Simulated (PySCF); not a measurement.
Deuteron quadrupole couplings in `O=[P@]([O-])(O)c1cccs1`

Compound: C₄H₄O₃PS (charge -1).
Structure used (GFN2-xTB), in Å, numbered top down from 1:
```
atom  x, y, z in Å
O1    -2.3790   -0.4202   -1.1469
P2    -1.9936   -0.3251    0.2778
O3    -2.3863   -1.3524    1.2831
O4    -2.4651    1.1546    0.8760
C5    -0.1671   -0.0936    0.3571
C6     0.6984   -0.1408   -0.6861
C7     2.0535   -0.0077   -0.3051
C8     2.2001    0.1307    1.0372
S9     0.6762    0.0977    1.8469
H10   -2.5726    0.9820    1.8095
H11    0.3516   -0.2594   -1.6968
H12    2.8779   -0.0144   -1.0002
H13    3.1016    0.2491    1.6077
```

Level: PBE0/pcSseg-1 (PySCF, non-relativistic); Q(2H) = 0.00286 b; rigid geometry, the same for H and D, with no vibrational averaging.

Task: Rank these positions by the coupling χzz of a deuteron there, largest first.
A. H13 (aromatic hydrogen)
B. H10 (hydroxyl hydrogen)
C. H12 (aromatic hydrogen)

Result: B (337 kHz), A (236 kHz), C (229 kHz).

Task: Tabulate Vzz, the asymmetry η and χzz = 234.96 MHz × Q × Vzz for every hydrogen position.

Result: 
```csv
atom,bonded to,bond length (Å),Vzz (au),η,χzz (kHz)
H10,O4,0.955,0.5012,0.10,337
H11,C6,1.075,0.3397,0.04,228
H12,C7,1.078,0.3405,0.06,229
H13,C8,1.073,0.3513,0.09,236
```

Task: Average by the element that carries the hydrogen.

Result: on O: 337 kHz over 1 position, mean bond length 0.955 Å; on C: 231 kHz over 3 positions, mean bond length 1.076 Å.

The structure is a single GFN2-xTB conformer in the gas phase; no vibrational or solvent corrections. The pcSseg-1 basis has no diffuse functions, a weakness for an anion. GFN2-xTB bond lengths can be off by several hundredths of an ångström, more for odd bonds, and the gradients follow them. With so small a basis the couplings can be 20 % off.

These values come from a run that also computed NMR shieldings. Cost: about 70 s of CPU time on one thread; the machine was shared, so the figure is rough.
